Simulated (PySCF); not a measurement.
Several orderings of computed values.

Species are written as SMILES; each is one conformer at its optimised geometry, gas phase (atoms past krypton carry core potentials, spin–orbit coupling is left out). Electronic properties by PySCF.

Dipoles, sizes and rotational constants follow the conformer. The torsions of the flexible species, by atom-mapped SMILES:
- `[CH2:1]=[CH:2][CH2:3][P@:4]([CH3:5])([PH2:6])=[CH:7][CH3:8]`: C1–C2–C3–P4 -104°, C2–C3–P4–C5 175°, H–P6–P4–C3 -179°, H–P6–P4–C3 -86°
- `[CH2:1]=[CH:2][O:3][C:4](=[O:5])[CH2:6][CH2:7][F:8]`: C1–C2–O3–C4 -179°, C2–O3–C4–O5 0°, O3–C4–C6–C7 179°, C4–C6–C7–F8 180°
- `[CH2:1]=[C:2]([F:3])[C:4](=[O:5])[O:6][CH2:7][CH3:8]`: C1–C2–C4–O5 0°, C2–C4–O6–C7 180°, C4–O6–C7–C8 -179°
- `[CH2:1]=[CH:2]/[CH:3]=[CH:4]\[S:5](=[O:6])(=[O:7])[C:8]([F:9])([F:10])[F:11]`: C1–C2–C3–C4 179°, C3–C4–S5–O6 162°, C4–S5–C8–F9 -173°

Question: Rank by lowest singlet excitation, lowest first (TDDFT CAM-B3LYP/def2-SVPD at PBE0-D3(BJ)/def2-SVP geometries).
A. `N#[O+]`
B. `[NH2][Ta]([NH2])([NH2])=[S]`
C. `C=CC[P@](C)(P)=CC`
D. `C=COC(=O)CCF`
E. `N->[Si](<-N)(F)(F)(F)F`
F. `C=C(F)C(=O)OCC`

Answer: C (4.17 eV), B (4.58 eV), F (5.22 eV), D (5.89 eV), E (8.30 eV), A (9.93 eV).

By how much do the two ends of that ranking differ?

By 5.76 eV, between `N#[O+]` and `C=CC[P@](C)(P)=CC`.

Question: Rank by HOMO–LUMO gap, lowest first (CAM-B3LYP/def2-SVPD at PBE0-D3(BJ)/def2-SVP geometries).
A. `[NH2][Ta]([NH2])([NH2])=[S]`
B. `C=COC(=O)CCF`
C. `FC(=C)C(=O)OCC`
D. `P[P@](CC=C)(C)=CC`
E. `N->[Si](<-N)(F)(F)(F)F`
F. `N#[O+]`
G. `C=C/C=C\S(=O)(=O)C(F)(F)F`

Answer: D (6.73 eV), G (7.82 eV), A (8.65 eV), C (9.01 eV), B (9.31 eV), E (11.40 eV), F (15.17 eV).

Give the two extremes of that set in kcal/mol.

`C=CC[P@](C)(P)=CC`: 155 kcal/mol; `N#[O+]`: 350 kcal/mol.

Question: Rank by dipole moment, highest first (CAM-B3LYP/def2-SVPD at PBE0-D3(BJ)/def2-SVP geometries).
A. `C=C/C=C\S(=O)(=O)C(F)(F)F`
B. `C=CC[P@](C)(P)=CC`
C. `C=COC(=O)CCF`
D. `C=C(F)C(=O)OCC`
E. `N->[Si](<-N)(F)(F)(F)F`

Answer: E (8.38 D), A (5.29 D), C (1.82 D), B (1.51 D), D (0.81 D).

Give the two extremes of that set in atomic units.

`C=C(F)C(=O)OCC`: 0.32 au; `N->[Si](<-N)(F)(F)(F)F`: 3.30 au.

Question: Rank by electronic spatial extent ⟨r²⟩ about the centre of nuclear charge, highest first (CAM-B3LYP/def2-SVPD at PBE0-D3(BJ)/def2-SVP geometries).
A. `C=C(F)C(=O)OCC`
B. `C=CC[P@](C)(P)=CC`
C. `N#[O+]`
D. `C(S(=O)(/C=C\C=C)=O)(F)(F)F`

Answer: D (1867 bohr²), B (1648 bohr²), A (1162 bohr²), C (32 bohr²).

By how much do the two ends of that ranking differ?

By 1835 bohr², between `C=C/C=C\S(=O)(=O)C(F)(F)F` and `N#[O+]`.

Question: Rank by static isotropic polarisability, highest first (CAM-B3LYP/def2-SVPD at PBE0-D3(BJ)/def2-SVP geometries).
A. `N->[Si](<-N)(F)(F)(F)F`
B. `C=C/C=C\S(=O)(=O)C(F)(F)F`
C. `N#[O+]`
D. `[NH2][Ta]([NH2])([NH2])=[S]`
E. `C=COC(=O)CCF`
F. `C=CC[P@](C)(P)=CC`

Answer: F (136.6 au), B (96.5 au), D (91.5 au), E (70.9 au), A (46.9 au), C (6.9 au).

By how much do the two ends of that ranking differ?

By 129.7 au, between `C=CC[P@](C)(P)=CC` and `N#[O+]`.

Question: Rank by HOMO energy, lowest first (CAM-B3LYP/def2-SVPD at PBE0-D3(BJ)/def2-SVP geometries).
A. `[P@@](C)(P)(=CC)CC=C`
B. `N->[Si](<-N)(F)(F)(F)F`
C. `C=COC(=O)CCF`
D. `[NH2][Ta]([NH2])([NH2])=[S]`
E. `N#[O+]`
F. `C=C/C=C\S(=O)(=O)C(F)(F)F`

Answer: E (-27.01 eV), B (-11.25 eV), F (-9.34 eV), C (-8.95 eV), D (-8.44 eV), A (-5.90 eV).

By how much do the two ends of that ranking differ?

By 21.11 eV, between `C=CC[P@](C)(P)=CC` and `N#[O+]`.
